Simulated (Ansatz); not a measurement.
Ansatz (a program for electronic structure) input (CCSD(T)/def2-TZVPP):

Ansatz 0.2 input:
```yaml
crystal:
  periodic: [false, false, false]
  atoms:
    - {symbol: Ca, position_ang: [0.26457990, 0.20873362, 0.32761240]}
    - {symbol: Cl, position_ang: [1.57993568, 0.28694978, -1.85541736]}
    - {symbol: Cl, position_ang: [-1.89120615, -0.53251874, 1.46999101]}
basis:
  gaussian:
    orbitals: def2-TZVPP
total_charge: 1
magnetization: {spin_polarized: true, initial_magnetization: 1}
correlation: {method: ccsd_t, electrons: outside_noble_gas}
```

Output:

```
Functional definition: HF
integrals: 0.29 GiB planned
872 factors; integrals over basis functions are off by at most 7.1e-4 eV
mean field: 0.59 GiB planned
mean field evaluation 1: about -43416.2933 eV, gradient 1.7e1 eV
mean field evaluation 2: about -43416.3223 eV, gradient 1.7e1 eV
mean field evaluation 4: about -43418.1255 eV, gradient 1.3e0 eV
mean field evaluation 8: about -43418.1561 eV, gradient 7.3e-2 eV
mean field evaluation 16: about -43418.1579 eV, gradient 3.3e-2 eV
mean field evaluation 32: about -43418.9540 eV, gradient 3.5e-2 eV
mean field evaluation 64: about -43418.1587 eV, gradient 3.0e-5 eV
mean field evaluation 96: about -43416.9812 eV, gradient 8.6e0 eV
mean field evaluation 128: about -43418.0156 eV, gradient 7.7e-1 eV
mean field evaluation 160: about -43418.1587 eV, gradient 2.1e-3 eV
mean field evaluation 192: about -43418.3902 eV, gradient 1.4e0 eV
mean field evaluation 224: about -43418.9537 eV, gradient 7.4e-2 eV
mean field evaluation 256: about -43418.9452 eV, gradient 1.1e-2 eV
mean field evaluation 288: about -43418.9344 eV, gradient 4.7e-1 eV
mean field evaluation 320: about -43418.9538 eV, gradient 1.8e-2 eV
mean field evaluation 352: about -43418.9510 eV, gradient 8.0e-2 eV
mean field evaluation 384: about -43418.9327 eV, gradient 1.2e-1 eV
mean field evaluation 416: about -43418.1179 eV, gradient 8.0e-1 eV
mean field evaluation 448: about -43413.0384 eV, gradient 1.7e1 eV
mean field evaluation 480: about -43418.9540 eV, gradient 1.9e-3 eV
mean field evaluation 512: about -43418.3876 eV, gradient 1.2e-2 eV
mean field evaluation 544: about -43418.3876 eV, gradient 9.2e-3 eV
mean field evaluation 576: about -43415.2505 eV, gradient 2.5e0 eV
mean field evaluation 608: about -43415.3823 eV, gradient 8.2e-3 eV
mean field evaluation 640: about -43415.3564 eV, gradient 2.4e-2 eV
mean field evaluation 672: about -43415.3636 eV, gradient 1.7e-2 eV
mean field evaluation 704: about -43415.3758 eV, gradient 2.7e-3 eV
mean field evaluation 736: about -43415.3976 eV, gradient 6.7e-1 eV
mean field evaluation 768: about -43415.5609 eV, gradient 3.4e0 eV
mean field evaluation 800: about -43415.3614 eV, gradient 2.8e-1 eV
mean field evaluation 832: about -43414.8347 eV, gradient 3.3e-2 eV
mean field evaluation 864: about -43414.7245 eV, gradient 1.9e0 eV
mean field evaluation 896: about -43414.9014 eV, gradient 3.4e0 eV
mean field evaluation 928: about -43418.1325 eV, gradient 1.1e-1 eV
mean field evaluation 960: about -43417.8907 eV, gradient 9.8e-2 eV
mean field evaluation 992: about -43415.3277 eV, gradient 1.4e0 eV
mean field evaluation 1024: about -43415.3565 eV, gradient 4.6e-3 eV
mean field evaluation 1056: about -43418.1348 eV, gradient 1.3e-3 eV
mean field evaluation 1088: about -43418.0613 eV, gradient 1.9e-3 eV
mean field evaluation 1120: about -43415.3684 eV, gradient 1.4e-1 eV
mean field evaluation 1152: about -43415.3565 eV, gradient 1.6e-2 eV
mean field evaluation 1184: about -43417.9534 eV, gradient 3.6e0 eV
mean field evaluation 1216: about -43418.1345 eV, gradient 3.9e-2 eV
mean field evaluation 1248: about -43417.8844 eV, gradient 6.1e-4 eV
mean field evaluation 1280: about -43415.3565 eV, gradient 1.5e-2 eV
mean field evaluation 1312: about -43412.9288 eV, gradient 1.7e1 eV
mean field evaluation 1344: about -43418.1730 eV, gradient 1.3e-2 eV
mean field evaluation 1376: about -43417.8844 eV, gradient 1.0e-3 eV
mean field evaluation 1408: about -43415.3702 eV, gradient 2.7e-3 eV
mean field evaluation 1440: about -43418.0258 eV, gradient 3.5e-1 eV
mean field evaluation 1472: about -43418.1586 eV, gradient 2.5e-2 eV
mean field evaluation 1504: about -43417.8890 eV, gradient 1.5e-1 eV
mean field evaluation 1536: about -43417.0882 eV, gradient 1.7e-3 eV
mean field evaluation 1568: about -43415.3692 eV, gradient 1.1e-1 eV
mean field evaluation 1600: about -43411.3587 eV, gradient 2.0e1 eV
mean field evaluation 1632: about -43418.9426 eV, gradient 7.8e-2 eV
mean field evaluation 1664: about -43418.9504 eV, gradient 5.2e-1 eV
mean field evaluation 1696: about -43418.3876 eV, gradient 7.7e-4 eV
mean field evaluation 1728: about -43415.3758 eV, gradient 2.4e-3 eV
mean field evaluation 1760: about -43415.3827 eV, gradient 6.7e-4 eV
mean field evaluation 1792: about -43415.3827 eV, gradient 3.0e-1 eV
mean field evaluation 1824: about -43415.1018 eV, gradient 6.7e0 eV
mean field evaluation 1856: about -43415.3810 eV, gradient 1.1e-1 eV
mean field evaluation 1888: about -43415.3753 eV, gradient 4.2e-2 eV
mean field evaluation 1920: about -43415.3622 eV, gradient 9.2e-2 eV
mean field evaluation 1952: about -43415.3823 eV, gradient 8.1e-3 eV
mean field evaluation 1984: about -43415.3565 eV, gradient 7.9e-3 eV
mean field evaluation 2016: about -43414.9211 eV, gradient 1.2e0 eV
mean field evaluation 2048: about -43414.4478 eV, gradient 5.4e0 eV
mean field evaluation 2080: about -43415.3861 eV, gradient 4.4e0 eV
mean field -43418.95398335 eV, -1595.6171284642 hartree, gradient 9.8e-6 eV, S^2 0.759923; 27 other end points of the search recorded, 0 dependent functions left out
determinant -43418.95398335 eV, -1595.6171284642 hartree, with singles and doubles -43429.90561480 eV, -1596.0195934966 hartree
determinant -43418.94278863 eV, -1595.6167170655 hartree, with singles and doubles -43429.89404024 eV, -1596.0191681394 hartree
determinant -43418.38757831 eV, -1595.5963134627 hartree, with singles and doubles -43429.42624517 eV, -1596.0019769878 hartree
determinant -43418.17299465 eV, -1595.5884276585 hartree, with singles and doubles -43429.70031843 eV, -1596.0120489942 hartree
determinant -43418.15865907 eV, -1595.5879008358 hartree, with singles and doubles -43429.66753384 eV, -1596.0108441828 hartree
determinant -43418.13478987 eV, -1595.5870236588 hartree, with singles and doubles -43429.65450405 eV, -1596.0103653465 hartree
determinant -43418.06130188 eV, -1595.5843230253 hartree, with singles and doubles -43429.59030405 eV, -1596.0080060402 hartree
determinant -43417.88442885 eV, -1595.5778230611 hartree, with singles and doubles -43429.37725989 eV, -1596.0001768116 hartree
determinant -43417.08822067 eV, -1595.5485629503 hartree, with singles and doubles -43428.71940920 eV, -1595.9760012448 hartree
determinant -43418.95398335 eV, -1595.6171284642 hartree, with singles and doubles -43429.87780340 eV, -1596.0185714465 hartree
determinant -43418.94278863 eV, -1595.6167170655 hartree, with singles and doubles -43429.86627845 eV, -1596.0181479123 hartree
determinant -43418.38757831 eV, -1595.5963134627 hartree, with singles and doubles -43429.40093615 eV, -1596.0010468983 hartree
determinant -43418.17299465 eV, -1595.5884276585 hartree, with singles and doubles -43429.68305981 eV, -1596.0114147516 hartree
determinant -43418.95398335 eV, -1595.6171284642 hartree, with singles and doubles -43429.87844139 eV, -1596.0185948921 hartree
determinant -43418.94278863 eV, -1595.6167170655 hartree, with singles and doubles -43429.86672694 eV, -1596.0181643941 hartree
determinant -43418.38757831 eV, -1595.5963134627 hartree, with singles and doubles -43429.42921477 eV, -1596.0020861185 hartree
determinant -43418.17299465 eV, -1595.5884276585 hartree, with singles and doubles -43429.69331816 eV, -1596.0117917389 hartree
determinant -43418.15865907 eV, -1595.5879008358 hartree, with singles and doubles -43429.67759139 eV, -1596.0112137907 hartree
determinant -43418.13478987 eV, -1595.5870236588 hartree, with singles and doubles -43429.66503253 eV, -1596.0107522612 hartree
determinant -43418.06130188 eV, -1595.5843230253 hartree, with singles and doubles -43429.60124651 eV, -1596.0084081683 hartree
determinant -43417.88442885 eV, -1595.5778230611 hartree, with singles and doubles -43429.38357968 eV, -1596.0004090599 hartree
19 core orbitals not correlated
reference -43418.95398335 eV, -1595.6171284642 hartree; 8, 7 occupied and 93, 94 virtual orbitals, 872 factors
second order -9.85444846 eV of doubles, -0.00000000 eV of singles
coupled cluster: 0.63 GiB planned
cycle   1  -10.92445593 eV  change    2.1e-6 eV  update   2.0e-6
perturbative correction -0.40123736 eV, -0.0147452010 hartree
Total energy: -43430.27967664 eV, -1596.0333400157 hartree
```
